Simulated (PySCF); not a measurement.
**Radial density of Al (aluminium, neutral)**

B97-3, [Ne] 3s1 3p1 4s1, high-spin 4P determinant (an excited configuration). All numbers are calculated (PySCF 2.14, no relativity, point nucleus, in aug-cc-pwCVTZ).

```json
{"r (bohr)": "0.00168", "4πr²ρ (e/bohr)": "0.04756", "4πr²(ρα − ρβ)": "0.0001"}
{"r (bohr)": "0.00283", "4πr²ρ (e/bohr)": "0.1304", "4πr²(ρα − ρβ)": "0.0004"}
{"r (bohr)": "0.00475", "4πr²ρ (e/bohr)": "0.3512", "4πr²(ρα − ρβ)": "0.0010"}
{"r (bohr)": "0.00800", "4πr²ρ (e/bohr)": "0.9130", "4πr²(ρα − ρβ)": "0.0025"}
{"r (bohr)": "0.0135", "4πr²ρ (e/bohr)": "2.243", "4πr²(ρα − ρβ)": "0.0062"}
{"r (bohr)": "0.0226", "4πr²ρ (e/bohr)": "5.005", "4πr²(ρα − ρβ)": "0.0136"}
{"r (bohr)": "0.0381", "4πr²ρ (e/bohr)": "9.517", "4πr²(ρα − ρβ)": "0.0250"}
{"r (bohr)": "0.0640", "4πr²ρ (e/bohr)": "13.91", "4πr²(ρα − ρβ)": "0.0331"}
{"r (bohr)": "0.108", "4πr²ρ (e/bohr)": "13.52", "4πr²(ρα − ρβ)": "0.0253"}
{"r (bohr)": "0.181", "4πr²ρ (e/bohr)": "9.033", "4πr²(ρα − ρβ)": "0.0356"}
{"r (bohr)": "0.305", "4πr²ρ (e/bohr)": "10.34", "4πr²(ρα − ρβ)": "0.1431"}
{"r (bohr)": "0.512", "4πr²ρ (e/bohr)": "12.31", "4πr²(ρα − ρβ)": "0.1362"}
{"r (bohr)": "0.862", "4πr²ρ (e/bohr)": "5.330", "4πr²(ρα − ρβ)": "-0.0008"}
{"r (bohr)": "1.45", "4πr²ρ (e/bohr)": "1.106", "4πr²(ρα − ρβ)": "0.5642"}
{"r (bohr)": "2.44", "4πr²ρ (e/bohr)": "0.8489", "4πr²(ρα − ρβ)": "0.8436"}
{"r (bohr)": "4.10", "4πr²ρ (e/bohr)": "0.2740", "4πr²(ρα − ρβ)": "0.2740"}
{"r (bohr)": "6.90", "4πr²ρ (e/bohr)": "0.2077", "4πr²(ρα − ρβ)": "0.2077"}
{"r (bohr)": "11.6", "4πr²ρ (e/bohr)": "0.01689", "4πr²(ρα − ρβ)": "0.0169"}
```

The outer electron is Rydberg-like, and this basis confines it to a smaller radius and binds it less than a complete one would.
